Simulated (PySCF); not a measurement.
Compound: C₇H₉FO.
SMILES with atom numbers: `[CH2:1]=[C:2]1[C:3](=[CH2:4])[C@H:5]([F:6])[C@@H:7]1[O:8][CH3:9]` (hydrogens: H10, H11 on C1; H12, H13 on C4; H14 on C5; H15 on C7; H16, H17, H18 on C9)

The same species was optimised twice, with GFN2-xTB and with PBE0-D3(BJ)/def2-SVP (PySCF), and the same property calculations (PySCF, gas phase) were run on both structures.

| coordinate | GFN2-xTB | PBE0-D3(BJ)/def2-SVP | change |
| --- | --- | --- | --- |
| C1=C2 (Å) | 1.322 | 1.334 | +0.012 |
| C3=C4 (Å) | 1.323 | 1.335 | +0.012 |
| C2–C3 (Å) | 1.463 | 1.474 | +0.011 |
| C7–O8 (Å) | 1.394 | 1.384 | -0.010 |
| O8–C9 (Å) | 1.409 | 1.400 | -0.009 |
| C5–F6 (Å) | 1.372 | 1.366 | -0.006 |
| C5–C7 (Å) | 1.567 | 1.570 | +0.003 |
| C3–C5 (Å) | 1.514 | 1.516 | +0.002 |
| C2–C7 (Å) | 1.518 | 1.520 | +0.002 |
| C5–C7–O8 (°) | 117.7 | 116.0 | -1.7 |
| F6–C5–C7 (°) | 115.6 | 114.7 | -0.9 |
| C3–C5–F6 (°) | 115.1 | 115.5 | +0.4 |
| C1–C2–C3 (°) | 135.3 | 135.7 | +0.4 |
| C1–C2–C7 (°) | 132.6 | 132.3 | -0.3 |
| C2–C3–C5 (°) | 91.8 | 91.6 | -0.2 |
| C2–C3–C4 (°) | 135.6 | 135.8 | +0.2 |
| C7–O8–C9 (°) | 114.0 | 113.8 | -0.2 |
| C5–C7–O8–C9 (°) | 78 | 79 | +1 |

Rotational constants: A = 2370, B = 1468, C = 976.1 MHz (GFN2-xTB) against A = 2357, B = 1477, C = 979.7 MHz (PBE0-D3(BJ)/def2-SVP). Point groups within 0.08 Å: C1 and C1.

On the GFN2-xTB structure: HOMO (eV) -7.04 [PBE0/pcSseg-1]; LUMO (eV) -1.58 [PBE0/pcSseg-1]; dipole (D) 1.85 [PBE0/pcSseg-1]; GIAO shielding of C1 (ppm) 68.8 [PBE0/pcSseg-1]; GIAO shielding of C2 (ppm) 32.6 [PBE0/pcSseg-1]; GIAO shielding of C3 (ppm) 31.8 [PBE0/pcSseg-1]; GIAO shielding of C4 (ppm) 68.3 [PBE0/pcSseg-1]; GIAO shielding of C5 (ppm) 93.2 [PBE0/pcSseg-1]; GIAO shielding of F6 (ppm) 397.8 [PBE0/pcSseg-1]; GIAO shielding of C7 (ppm) 104.5 [PBE0/pcSseg-1]; GIAO shielding of O8 (ppm) 300.0 [PBE0/pcSseg-1].

Q: What do these properties become on the PBE0-D3(BJ)/def2-SVP structure?

A: 
```
                                    property          level  on GFN2-xTB  on PBE0-D3(BJ)/def2-SVP  change
                                   HOMO (eV)  PBE0/pcSseg-1        -7.04                    -7.00   +0.04
                                   LUMO (eV)  PBE0/pcSseg-1        -1.58                    -1.61   -0.03
                                  dipole (D)  PBE0/pcSseg-1         1.85                     1.81   -0.04
energy, GFN2-xTB geometry as zero (kcal/mol)  PBE0/pcSseg-1          0.0                     -0.3    -0.3
                  GIAO shielding of C1 (ppm)  PBE0/pcSseg-1         68.8                     65.2    -3.6
                  GIAO shielding of C2 (ppm)  PBE0/pcSseg-1         32.6                     30.5    -2.1
                  GIAO shielding of C3 (ppm)  PBE0/pcSseg-1         31.8                     29.0    -2.8
                  GIAO shielding of C4 (ppm)  PBE0/pcSseg-1         68.3                     65.2    -3.1
                  GIAO shielding of C5 (ppm)  PBE0/pcSseg-1         93.2                     93.3    +0.1
                  GIAO shielding of F6 (ppm)  PBE0/pcSseg-1        397.8                    398.1    +0.3
                  GIAO shielding of C7 (ppm)  PBE0/pcSseg-1        104.5                    104.3    -0.2
                  GIAO shielding of O8 (ppm)  PBE0/pcSseg-1        300.0                    301.2    +1.2
```

The heavy atoms differ by 0.032 Å rms after alignment. Among bonds between heavy atoms C1=C2, C2–C3 and C3=C4 change most and about equally (+0.011 to +0.012 Å). Changes are differences of the printed values. Neither structure is proved a minimum here.

Conformer computed: `[CH2:1]=[C:2]1[C:3](=[CH2:4])[C@H:5]([F:6])[C@@H:7]1[O:8][CH3:9]`: C5–C7–O8–C9 79°.
